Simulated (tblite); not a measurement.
A geometry optimisation, step by step.

Species: C7H5ClO.
Numbering: `[O:1]=[c:2]1[cH:3][cH:4][cH:5][c:6]([Cl:7])[cH:8][cH:9]1` (hydrogens: H10 on C3; H11 on C4; H12 on C5; H13 on C8; H14 on C9)

Computed with GFN2-xTB (tblite), gas phase: L-BFGS steps from a force-field or distance-geometry start until the largest atomic force falls under 0.01 eV/Å. 5 of its 69 geometries are shown.

Step 0: E = -709.1913 eV, largest atomic force 4.033 eV/Å
```
atom  x, y, z in Å  |  force x, y, z in eV/Å
O1     -2.058   -1.920   -0.573   -0.521  -0.296  -0.018
C2     -1.226   -1.079   -0.208   -1.209  -2.290  -1.305
C3     -1.585    0.260   -0.231    1.133   3.620   0.392
C4     -0.794    1.369    0.101   -1.546  -0.743   0.530
C5      0.592    1.483    0.083    0.795  -0.750   0.023
C6      1.484    0.438   -0.082    0.131   1.246  -0.550
Cl7     3.090    0.833   -0.711   -0.528  -0.146   0.601
C8      1.241   -0.898    0.225   -1.696  -2.059   0.162
C9      0.019   -1.592    0.218    3.614   1.286   1.244
H10    -2.588    0.488   -0.548   -0.361  -0.179   0.361
H11    -1.346    2.250    0.455    0.241  -0.114  -0.718
H12     1.022    2.462    0.176   -0.011   0.296  -0.193
H13     2.115   -1.476    0.502    0.021  -0.044  -0.212
H14     0.033   -2.620    0.570   -0.063   0.174  -0.317
```

Step 17: E = -709.8618 eV, largest atomic force 0.219 eV/Å
```
atom  x, y, z in Å  |  force x, y, z in eV/Å
O1     -2.076   -1.911   -0.674   -0.011   0.019   0.133
C2     -1.267   -1.114   -0.223    0.038  -0.028  -0.107
C3     -1.617    0.291   -0.051    0.020   0.034   0.017
C4     -0.818    1.376    0.046    0.062   0.025  -0.042
C5      0.598    1.472   -0.022    0.038  -0.033   0.024
C6      1.492    0.447   -0.035    0.140   0.020   0.035
Cl7     3.175    0.860   -0.243   -0.196  -0.044   0.086
C8      1.246   -0.940    0.193   -0.035   0.093  -0.040
C9      0.060   -1.581    0.192    0.112   0.022  -0.038
H10    -2.689    0.451   -0.056    0.001   0.014  -0.007
H11    -1.309    2.338    0.105   -0.066   0.035   0.082
H12     0.995    2.481   -0.047   -0.012  -0.111  -0.124
H13     2.137   -1.532    0.376   -0.077   0.066   0.036
H14     0.072   -2.638    0.417   -0.016  -0.112  -0.057
```

Step 34: E = -709.8932 eV, largest atomic force 0.038 eV/Å
```
atom  x, y, z in Å  |  force x, y, z in eV/Å
O1     -2.128   -1.913   -0.578    0.007   0.001   0.026
C2     -1.273   -1.117   -0.219   -0.004  -0.006  -0.001
C3     -1.609    0.292   -0.033   -0.005   0.017  -0.005
C4     -0.812    1.381    0.021   -0.003  -0.008  -0.004
C5      0.600    1.473   -0.075    0.020  -0.002   0.004
C6      1.496    0.456    0.002    0.034   0.008  -0.007
Cl7     3.180    0.872   -0.091   -0.036  -0.007   0.002
C8      1.243   -0.932    0.203   -0.009   0.001   0.011
C9      0.071   -1.591    0.118    0.020  -0.001  -0.009
H10    -2.680    0.450    0.012   -0.014   0.006   0.000
H11    -1.306    2.340    0.115   -0.029   0.013  -0.020
H12     0.997    2.473   -0.187    0.014   0.006   0.020
H13     2.127   -1.519    0.419    0.008  -0.007  -0.009
H14     0.093   -2.663    0.272   -0.003  -0.021  -0.008
```

Step 51: E = -709.8991 eV, largest atomic force 0.084 eV/Å
```
atom  x, y, z in Å  |  force x, y, z in eV/Å
O1     -2.176   -1.929   -0.376    0.013  -0.001   0.012
C2     -1.285   -1.123   -0.145   -0.024  -0.020   0.007
C3     -1.607    0.297   -0.042   -0.025   0.001  -0.078
C4     -0.811    1.390   -0.021   -0.015  -0.011  -0.009
C5      0.603    1.482   -0.044    0.010  -0.021   0.006
C6      1.492    0.459    0.036    0.077   0.025   0.024
Cl7     3.174    0.885    0.002    0.034  -0.003   0.018
C8      1.248   -0.938    0.168    0.011   0.011  -0.054
C9      0.080   -1.602    0.079    0.010   0.013   0.044
H10    -2.678    0.457   -0.049   -0.018   0.031   0.016
H11    -1.308    2.352   -0.013   -0.048   0.013   0.033
H12     1.008    2.483   -0.109   -0.007  -0.021  -0.012
H13     2.141   -1.531    0.326    0.008   0.000  -0.013
H14     0.119   -2.681    0.166   -0.025  -0.018   0.007
```

Step 68: E = -709.9049 eV, largest atomic force 0.009 eV/Å
```
atom  x, y, z in Å  |  force x, y, z in eV/Å
O1     -2.208   -1.945   -0.086    0.003   0.008   0.001
C2     -1.299   -1.126   -0.050   -0.003   0.000  -0.001
C3     -1.610    0.299   -0.097    0.000  -0.002   0.000
C4     -0.809    1.388   -0.079   -0.002   0.002  -0.002
C5      0.604    1.481   -0.005   -0.004   0.002   0.002
C6      1.500    0.463    0.071    0.001   0.001  -0.001
Cl7     3.178    0.899    0.153    0.004  -0.005  -0.001
C8      1.258   -0.941    0.093    0.000   0.002   0.002
C9      0.084   -1.600    0.043    0.003   0.001   0.000
H10    -2.679    0.470   -0.159    0.003  -0.003  -0.001
H11    -1.307    2.349   -0.129    0.000   0.001   0.001
H12     1.007    2.486   -0.009   -0.006  -0.001   0.000
H13     2.156   -1.543    0.160    0.000  -0.002   0.000
H14     0.125   -2.683    0.072    0.001  -0.004   0.000
```

Q: Summarise the path.

A: The energy falls by 16.46 kcal/mol from step 0 to step 68; nine tenths of that is first reached at step 14. It falls at every step. The largest force goes from 4.033 to 0.009 eV/Å. Among the bonds C2–C3 changes most, from 1.386 to 1.460 Å; the atoms move by 0.389 Å rms after alignment.

Q: Follow the three bonds and two angles with the largest change from start to end.

A: 
```csv
step,E above end (kcal/mol),largest force (eV/Å),C2–C3 (Å),C8–C9 (Å),C2–C9 (Å),C2–C9–C8 (°),C2–C9–H14 (°)
0,16.46,4.033,1.386,1.405,1.412,126.1,116.9
3,7.12,0.489,1.454,1.350,1.467,127.8,112.3
6,5.59,0.365,1.459,1.342,1.470,129.0,112.5
9,4.07,0.432,1.453,1.342,1.461,129.2,113.8
12,2.29,0.404,1.466,1.347,1.473,129.2,112.8
15,1.28,0.222,1.463,1.348,1.473,130.0,112.3
18,0.89,0.177,1.458,1.347,1.465,130.1,112.2
21,0.68,0.154,1.460,1.345,1.465,129.7,112.0
24,0.43,0.180,1.460,1.345,1.463,129.9,112.1
27,0.34,0.059,1.462,1.347,1.467,130.4,111.9
30,0.29,0.070,1.461,1.347,1.467,130.5,111.9
33,0.27,0.041,1.460,1.347,1.466,130.7,111.9
35,0.27,0.035,1.461,1.347,1.465,131.0,111.7
38,0.25,0.047,1.461,1.347,1.465,131.1,111.6
41,0.24,0.040,1.461,1.347,1.465,131.1,111.6
44,0.21,0.072,1.460,1.348,1.466,131.0,111.6
47,0.19,0.067,1.461,1.348,1.465,131.0,111.5
50,0.15,0.085,1.460,1.347,1.464,131.1,111.8
53,0.09,0.148,1.460,1.348,1.464,131.3,111.9
56,0.04,0.052,1.460,1.348,1.465,131.4,111.7
59,0.02,0.052,1.461,1.348,1.465,131.8,111.4
62,0.01,0.039,1.459,1.348,1.465,131.9,111.2
65,0.00,0.033,1.459,1.348,1.465,131.8,111.1
68,0.00,0.009,1.460,1.348,1.464,131.8,111.2
```

The cost below is that of the whole relaxation. Hardware: one thread of an Intel Xeon Platinum 8375C at 2.90 GHz, shared host with 32 logical CPUs at a one-minute load of 17. Cost: 0.57 s.
